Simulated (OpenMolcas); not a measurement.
**What dynamic correlation does to the levels of Cr2+**

```json
{"Program": "OpenMolcas 26.06", "Basis": "ANO-RCC-VTZP [6s5p3d2f1g]", "Scalar Hamiltonian": "DKH2, point nucleus", "Active space": "10 electrons in 8 orbitals (RAS1 3p, at most 2 holes; RAS2 3d)", "State averaging": "2S+1 = 5 even, 5 roots; 2S+1 = 3 even, 45 roots; 2S+1 = 1 even, 44 roots", "Spin-orbit coupling": "RASSI with atomic mean-field integrals over the reference wave functions, term energies averaged over their components"}
```

Methods on the same reference wave functions:
A. RASSCF
B. SS-RASPT2, IPEA 0.25 Eh, imaginary shift 0.1 Eh (closed shells correlated: 3s)
C. MS-RASPT2, IPEA 0.25 Eh, imaginary shift 0.1 Eh (closed shells correlated: 3s)

Energies in eV above 3d4 5D0, the measured ground level; measured values from Sugar and Corliss, J. Phys. Chem. Ref. Data 6, 317 (1977).

| Level | A | B | C | Measured |
| --- | --- | --- | --- | --- |
| 3d4 5D0 | 0.0000 | 0.0000 | 0.0000 | 0.0000 |
| 3d4 5D1 | 0.0085 | 0.0085 | 0.0085 | 0.0077 |
| 3d4 5D2 | 0.0251 | 0.0253 | 0.0252 | 0.0227 |
| 3d4 5D3 | 0.0494 | 0.0495 | 0.0495 | 0.0442 |
| 3d4 5D4 | 0.0806 | 0.0807 | 0.0807 | 0.0714 |
| 3d4 3P0(1) | 2.3342 | 2.123 | 2.121 | 2.0794 |
| 3d4 3P1(1) | 2.3843 | 2.173 | 2.172 | 2.1286 |
| 3d4 3P2(1) | 2.4753 | 2.264 | 2.262 | 2.2133 |
| 3d4 3H4 | 2.6991 | 2.187 | 2.187 | 2.1417 |
| 3d4 3F2(1) | 2.7167 | 2.357 | 2.357 | 2.2877 |
| 3d4 3H5 | 2.7174 | 2.205 | 2.205 | 2.1569 |
| 3d4 3F3(1) | 2.7268 | 2.366 | 2.365 | 2.2951 |
| 3d4 3H6 | 2.7375 | 2.225 | 2.225 | 2.1735 |
| 3d4 3F4(1) | 2.7399 | 2.378 | 2.375 | 2.3040 |
| 3d4 3G3 | 3.1986 | 2.660 | 2.660 | 2.5669 |
| 3d4 3G4 | 3.2198 | 2.681 | 2.681 | 2.5854 |
| 3d4 3G5 | 3.2415 | 2.701 | 2.701 | 2.6032 |
| 3d4 1G4(1) | 3.7972 | 3.255 | 3.254 | 3.1168 |
| 3d4 3D3 | 3.9149 | 3.335 | 3.335 | 3.1897 |
| 3d4 3D2 | 3.9210 | 3.342 | 3.342 | 3.1964 |
| 3d4 3D1 | 3.9285 | 3.349 | 3.349 | 3.2048 |
| 3d4 1I6 | 4.0492 | 3.283 | 3.283 | 3.2254 |
| 3d4 1S0 | 4.0565 | 3.573 | 3.572 | 3.3937 |
| 3d4 1D2 | 4.5661 | 4.124 | 4.124 | 3.9863 |

Deviations, from unrounded energies. A percentage is the sum of absolute deviations over the sum of measured energies, with the sign that they share, or ± where signs differ.

| Against measurement | Levels | A | B | C |
| --- | --- | --- | --- | --- |
| mean absolute deviation (cm-1) | 23 | 3700 | 610 | 610 |
| fine structure of the ground term (%) | 4 | +12.1 | +12.3 | +12.2 |
| other terms of the ground configuration (%) | 19 | +20.8 | +3.4 | +3.4 |

B, C lie about equally close to measurement and A furthest from it. The largest miss of C in the table is 3d4 1S0, by +1400 cm-1. The ranking rests on the paired levels alone, and a cruder setting can come out closer through cancelling errors.

Between B and C the level of the table that moves most is 3d4 3F4(1), by 18 cm-1 (lowest in C, highest in B). Moves below CASPT2's spread within the term are not significant.

The two smallest mean deviations differ by little beside CASPT2's spread within terms, so their order carries little weight.

From A to B the spin-free energies of the other terms of 3d4 shown, above 5D, scale by factors of 0.81 to 0.91, as is usual when dynamic correlation screens the repulsion within a d or f shell.

The lowest spin-free term lies below A's lowest term by 0.342 hartree in B, 0.342 hartree in C.

CASPT2 does not keep the components of a term degenerate, so their means are used; among the terms shown or strongly mixed into the levels shown the widest spread is 1700 cm-1 (3d4 1I, C). Active for correlation alone: 3p; no level in the range computed is led by a configuration that opens it, so any true level of that kind is missing. The CASPT2 spread within a term exceeds the gap to the next term for 3d4 1G(1) and 3d4 1I, so the order of their levels is uncertain (figures for B; the like holds for C). Without dynamic correlation excited terms often stand tens of per cent too high (terms of higher spin than the ground term too low), and those without a measured partner can miss by more than the paired ones (holds for A). Computed and measured levels are paired by configuration, term and J; levels that our copy of the source lacks, or whose pairing is in doubt (as where it misses far off the trend of its configuration), stay unpaired and out of the deviations. Only configurations of the active space appear. Levels that lie high or do not pair safely by name in every column are left out.

A number in round brackets counts repeated terms of one configuration in the order of the reference energies.
